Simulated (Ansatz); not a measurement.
`[OH][Al]([Br])[Br]` and `[NH2][Al]([OH])[Br]` differ in one atom or group.

Ansatz, PBE0-D4/def2-TZVP geometries, multiplicity 1. Each molecule was computed in one conformer, which needn't be the lowest.

Scalar relativity is left out up to krypton.

```json
{"property": "HOMO energy (PBE0/def2-TZVPP) / eV", "`[OH][Al]([Br])[Br]`": "-8.64"}
{"property": "HOMO energy (PBE/def2-TZVPP) / eV", "`[OH][Al]([Br])[Br]`": "-7.34"}
{"property": "LUMO energy (ωB97M-V/def2-TZVPP) / eV", "`[OH][Al]([Br])[Br]`": "0.53"}
{"property": "HOMO–LUMO gap (PBE0/def2-TZVPP) / eV", "`[OH][Al]([Br])[Br]`": "7.48"}
{"property": "zero-point energy (PBE0-D4/def2-TZVP) / kJ/mol", "`[OH][Al]([Br])[Br]`": "42.7"}
{"property": "LUMO energy (B3LYP/def2-TZVPP) / eV", "`[OH][Al]([Br])[Br]`": "-1.43"}
```

Task: What does the change do to each property? (An estimate is asked.)

Result: Ansatz gave: 
```csv
property,`[NH2][Al]([OH])[Br]`,shift
HOMO energy (PBE0/def2-TZVPP) / eV,-7.73,0.91
HOMO energy (PBE/def2-TZVPP) / eV,-6.29,1.05
LUMO energy (ωB97M-V/def2-TZVPP) / eV,1.06,0.53
HOMO–LUMO gap (PBE0/def2-TZVPP) / eV,7.24,-0.24
zero-point energy (PBE0-D4/def2-TZVP) / kJ/mol,106.5,63.8
LUMO energy (B3LYP/def2-TZVPP) / eV,-0.80,0.63
```

With PBE0 the HOMO rises by 0.91 eV and the LUMO rises by 0.67 eV, so the gap narrows by about 0.24 eV. PBE moves the HOMO by 1.05 eV and ωB97M-V by 0.72 eV. The zero-point energy changes by 63.8 kJ/mol with +6 modes.

B3LYP here is the variant with VWN-RPA as its local correlation; programs differ in this.

Spin–orbit coupling is left out; it splits and shifts lone-pair levels of the heavy atoms by tenths of an eV.
